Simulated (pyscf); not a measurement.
**O=Cr(=O)(OH)–SH (SMILES [O]=[Cr](=[O])([OH])[SH]), singlet**

Gas-phase minimum from PySCF at ωB97X-D3(BJ)/def2-SVP, one conformer. 

SMILES: [O]=[Cr](=[O])([OH])[SH]
```xyz
7

O     -1.0951     0.2831     0.2122
Cr    -0.2782    -0.7909    -0.5020
O      1.2217    -0.5262    -0.3957
O     -0.7189    -0.9537    -2.1592
S     -0.7417    -2.6126     0.6250
H     -1.6317    -0.7190    -2.3849
H      0.3279    -3.2710     0.1301
```

Bonded distances (Å): O1–Cr2 1.527, Cr2–O3 1.527, Cr2–O4 1.722, Cr2–S5 2.192, O4–H6 0.969, S5–H7 1.350. Bond angles (°): O1–Cr2–O3 111.8, O1–Cr2–O4 112.3, O1–Cr2–S5 103.4, O3–Cr2–O4 109.6, O3–Cr2–S5 108.4, O4–Cr2–S5 111.2, Cr2–O4–H6 116.2, Cr2–S5–H7 92.8.

Properties at ωB97X-D3(BJ)/def2-SVP:

```json
{
  "harmonic_wavenumbers_unscaled": "180, 204, 271, 296, 323, 387, 410, 482, 695, 764, 809, 1194, 1202, 2750, 3858 cm⁻¹",
  "zero_point_energy": "19.8 kcal/mol",
  "rotational_symmetry_number": "1",
  "Entropy of this conformer at 298 K and 1 atm, rigid rotor and harmonic oscillator, modes under 100 cm⁻¹ raised to 100": "333.8 J/(mol K)",
  "dipole_moment": "2.09 D"
}
```

Single-point totals, which compare only within one level:

```json
[
 {"level": "ωB97X-D3(BJ)/def2-TZVP", "total energy (hartree)": "-1669.69952"},
 {"level": "PBE/def2-TZVP", "total energy (hartree)": "-1669.16968"},
 {"level": "r²SCAN/def2-TZVP", "total energy (hartree)": "-1669.61357"},
 {"level": "B3LYP-D3(BJ)/def2-TZVP", "total energy (hartree)": "-1669.77226"},
 {"level": "PBE0-D3(BJ)/def2-TZVP", "total energy (hartree)": "-1669.11728"},
 {"level": "M06-2X/def2-TZVP", "total energy (hartree)": "-1669.46673"},
 {"level": "ωB97M-D3(BJ)/def2-TZVP", "total energy (hartree)": "-1669.80842"}
]
```

Soft torsions are taken as harmonic, which can shift the entropy by several J/(mol K).
